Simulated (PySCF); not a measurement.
**Which determinant of SiI⁺ lies lowest?**

Unrestricted PBE0; PySCF, scalar-relativistic core potentials, basis sets Si def2-TZVPPD, I def2-TZVPPD with ECP28. Outer shells of the fragments: Si+ 3s2 3p1; I 4d10 5s2 5p5.

Followed along the bond (rough minima from three points):

```csv
2Ms+1,unpaired,⟨S²⟩ at the start,R at minimum (Å),Te (eV)
1,none,0.00,2.32,0.00
3,π ↑↑,2.01,none in the scan,≤ 2.72
```

Solutions found at the starting distance of 2.525 Å, counted from the lowest of them; the search is not exhaustive and high or unbound solutions are not listed, so other states can lie among these:

| 2Ms+1 | unpaired | term | E (eV) | ⟨S²⟩ | ⟨Lz²⟩ | μ (D) |
| --- | --- | --- | --- | --- | --- | --- |
| 1 | none | ¹Σ⁺ | 0.00 | 0.00 | 0.00 | -6.14 |
| 3 | π ↑↑ | mixed | 2.55 | 2.01 | 2.02 | -2.86 |
| 3 | σ ↑, π ↑ | ³Π | 2.70 | 2.01 | 1.01 | -5.33 |
| 3 | π ↑↑ | mixed | 2.75 | 2.01 | 2.02 | -2.95 |
| 1 | π ↑↓ | mixed | 2.78 | 1.01 | 2.02 | -2.98 |
| 1 | σ ↓, π ↑ | mixed | 3.04 | 1.02 | 1.01 | -5.00 |
| 3 | σ ↑↑ | ³Σ⁺ | 5.07 | 2.01 | 0.00 | -5.61 |
| 3 | σ ↑, π ↑ | ³Π | 5.07 | 2.01 | 1.01 | -3.85 |
| 1 | σ ↓, π ↑ | mixed | 5.23 | 1.01 | 1.01 | -3.90 |
| 1 | σ ↓, π ↑↑↓ | mixed | 6.41 | 2.02 | 3.04 | -1.52 |

A term symbol is given only where ⟨S²⟩ and ⟨Lz²⟩ are close to those of a pure state; real π, δ and φ orbitals otherwise mix terms. A positive dipole points towards I; it is taken about the centre of mass and depends on that origin.

Spin–orbit coupling is left out. Counting both spins, an empty level lies below a filled one in some of these solutions, because spin and occupation are held.
